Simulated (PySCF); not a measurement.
**State search for PPb⁺**

Unrestricted PBE0; basis P cc-pV(D+d)Z, Pb cc-pVDZ-PP with ECP60; scalar-relativistic core potentials; PySCF 2.14. Outer shells of the fragments: P 3s2 3p3; Pb+ 5d10 6s2 6p1.

Followed along the bond (rough minima from three points):

```
2Ms+1  unpaired  ⟨S²⟩ at the start  R at minimum (Å)  Te (eV)
    3      π ↑↑               2.01              2.62     0.00
    1      π ↑↓               1.01              2.61     0.30
    3  σ ↑, π ↑               2.11              2.48     0.73
    1      none               0.00              2.61     1.22
    1  σ ↓, π ↑               1.04  none in the scan   ≤ 1.03
```

Solutions found at the starting distance of 2.560 Å, counted from the lowest of them; the search is not exhaustive and high or unbound solutions are not listed, so other states can lie among these:

```json
{"2Ms+1": "3", "unpaired": "π ↑↑", "term": "³Σ⁻", "E (eV)": "0.00", "⟨S²⟩": "2.01", "⟨Lz²⟩": "0.00", "μ (D)": "-0.13"}
{"2Ms+1": "1", "unpaired": "π ↑↓", "term": "mixed", "E (eV)": "0.30", "⟨S²⟩": "1.01", "⟨Lz²⟩": "2.02", "μ (D)": "-0.26"}
{"2Ms+1": "3", "unpaired": "σ ↑, π ↑", "term": "³Π", "E (eV)": "0.74", "⟨S²⟩": "2.11", "⟨Lz²⟩": "1.01", "μ (D)": "0.00"}
{"2Ms+1": "1", "unpaired": "σ ↓, π ↑", "term": "mixed", "E (eV)": "1.01", "⟨S²⟩": "1.04", "⟨Lz²⟩": "1.02", "μ (D)": "0.15"}
{"2Ms+1": "1", "unpaired": "none", "term": "mixed", "E (eV)": "1.22", "⟨S²⟩": "0.00", "⟨Lz²⟩": "2.00", "μ (D)": "-0.75"}
{"2Ms+1": "5", "unpaired": "σ ↑, π ↑↑↑", "term": "⁵Π", "E (eV)": "1.79", "⟨S²⟩": "6.00", "⟨Lz²⟩": "1.00", "μ (D)": "-2.58"}
{"2Ms+1": "3", "unpaired": "σ ↑, π ↑↑↓", "term": "mixed", "E (eV)": "2.44", "⟨S²⟩": "3.02", "⟨Lz²⟩": "3.02", "μ (D)": "-2.59"}
{"2Ms+1": "3", "unpaired": "σ ↓, π ↑↑↑", "term": "mixed", "E (eV)": "2.49", "⟨S²⟩": "3.02", "⟨Lz²⟩": "1.00", "μ (D)": "-2.60"}
{"2Ms+1": "3", "unpaired": "π ↑↑", "term": "mixed", "E (eV)": "3.21", "⟨S²⟩": "2.01", "⟨Lz²⟩": "2.01", "μ (D)": "-4.43"}
{"2Ms+1": "5", "unpaired": "σ ↑↑, π ↑↑", "term": "⁵Σ⁻", "E (eV)": "4.31", "⟨S²⟩": "6.00", "⟨Lz²⟩": "0.00", "μ (D)": "-2.55"}
{"2Ms+1": "3", "unpaired": "σ ↑↑, π ↑↓", "term": "mixed", "E (eV)": "5.07", "⟨S²⟩": "3.01", "⟨Lz²⟩": "2.02", "μ (D)": "-2.69"}
{"2Ms+1": "1", "unpaired": "σ ↓↓, π ↑↑", "term": "mixed", "E (eV)": "5.22", "⟨S²⟩": "2.01", "⟨Lz²⟩": "0.00", "μ (D)": "-2.62"}
{"2Ms+1": "1", "unpaired": "σ ↓, π ↑", "term": "mixed", "E (eV)": "6.08", "⟨S²⟩": "1.01", "⟨Lz²⟩": "1.01", "μ (D)": "-4.26"}
{"2Ms+1": "5", "unpaired": "π ↑↑↑↑", "term": "⁵Σ⁺", "E (eV)": "6.10", "⟨S²⟩": "6.01", "⟨Lz²⟩": "0.00", "μ (D)": "-6.09"}
```

A term symbol is given only where ⟨S²⟩ and ⟨Lz²⟩ are close to those of a pure state; real π, δ and φ orbitals otherwise mix terms. A positive dipole points towards Pb; it is taken about the centre of mass and depends on that origin.

Spin–orbit coupling is left out, which matters for elements this heavy, above all for dissociation energies.
